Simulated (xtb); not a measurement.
xtb input (GFN2-xTB):

```bash
xtb mol.xyz --gfn 2 --sp --chrg 1 --uhf 0
```
mol.xyz:
```
5

N     -1.06616376     0.26085306     0.21523175
C      0.14270879    -0.03491586    -0.02880933
O      1.21557910    -0.29740978    -0.24539496
H     -1.63611033    -0.34254441     0.80947549
H     -1.48162886     1.10534638    -0.18008208
```

End of the output:

```
         :::::::::::::::::::::::::::::::::::::::::::::::::::::
         ::                     SUMMARY                     ::
         :::::::::::::::::::::::::::::::::::::::::::::::::::::
         :: total energy              -9.651155651560 Eh    ::
         :: gradient norm              0.035754637346 Eh/a0 ::
         :: HOMO-LUMO gap              5.671044704725 eV    ::
         ::.................................................::
         :: SCC energy                -9.798562778334 Eh    ::
         :: -> isotropic ES            0.153826362298 Eh    ::
         :: -> anisotropic ES         -0.015044895866 Eh    ::
         :: -> anisotropic XC          0.006826435883 Eh    ::
         :: -> dispersion             -0.000976585239 Eh    ::
         :: repulsion energy           0.147407126774 Eh    ::
         :: add. restraining           0.000000000000 Eh    ::
         :: total charge               1.000000000000 e     ::
         :::::::::::::::::::::::::::::::::::::::::::::::::::::

           -------------------------------------------------
          |                Property Printout                |
           -------------------------------------------------

    * Orbital Energies and Occupations

         #    Occupation            Energy/Eh            Energy/eV
      -------------------------------------------------------------
         1        2.0000           -1.0606616             -28.8621
         2        2.0000           -0.9887475             -26.9052
         3        2.0000           -0.9050861             -24.6286
         4        2.0000           -0.8974152             -24.4199
         5        2.0000           -0.8885360             -24.1783
         6        2.0000           -0.8440397             -22.9675
         7        2.0000           -0.8208527             -22.3365
         8        2.0000           -0.7509797             -20.4352 (HOMO)
         9                         -0.5425727             -14.7642 (LUMO)
        10                         -0.4915976             -13.3771
        11                         -0.2777968              -7.5592
        12                         -0.0307502              -0.8368
        13                         -0.0051297              -0.1396
        14                          0.9412409              25.6125
      -------------------------------------------------------------
                  HL-Gap            0.2084071 Eh            5.6710 eV
Note: The following floating-point exceptions are signalling: IEEE_DENORMAL
normal termination of xtb
             Fermi-level           -0.6467762 Eh          -17.5997 eV

     #   Z          covCN         q      C6AA      α(0)
     1   7 N        2.630    -0.113    23.483     7.197
     2   6 C        1.766     0.391    22.769     7.715
     3   8 O        0.856     0.059    14.351     5.079
     4   1 H        0.860     0.332     0.625     1.239
     5   1 H        0.860     0.332     0.625     1.239

 Mol. C6AA /au·bohr⁶  :        223.293551
 Mol. C8AA /au·bohr⁸  :       5003.153758
 Mol. α(0) /au        :         22.468767

Wiberg/Mayer (AO) data.
largest (>0.10) Wiberg bond orders for each atom

 ---------------------------------------------------------------------------
     #   Z sym  total        # sym  WBO       # sym  WBO       # sym  WBO
 ---------------------------------------------------------------------------
     1   7 N    3.511 --     2 C    1.574     4 H    0.836     5 H    0.836
                             3 O    0.265
     2   6 C    3.930 --     3 O    2.322     1 N    1.574
     3   8 O    2.656 --     2 C    2.322     1 N    0.265
     4   1 H    0.890 --     1 N    0.836
     5   1 H    0.890 --     1 N    0.836
 ---------------------------------------------------------------------------

Topologies differ in total number of bonds
Writing topology from bond orders to xtbtopo.mol

molecular dipole:
                 x           y           z       tot (Debye)
 q only:       -1.488       0.364       0.300
   full:       -1.633       0.400       0.330       4.355
molecular quadrupole (traceless):
                xx          xy          yy          xz          yz          zz
 q only:        4.459      -1.871      -1.652      -1.844      -0.856      -2.807
  q+dip:        4.524      -1.973      -1.419      -2.083      -1.475      -3.105
   full:        3.259      -1.483      -0.810      -1.676      -1.563      -2.449

           -------------------------------------------------
          | TOTAL ENERGY               -9.651155651560 Eh   |
          | GRADIENT NORM               0.035754637346 Eh/α |
          | HOMO-LUMO GAP               5.671044704725 eV   |
           -------------------------------------------------

------------------------------------------------------------------------
------------------------------------------------------------------------
 total:
 SCF:
```

It need not be the lowest isomer of its formula.
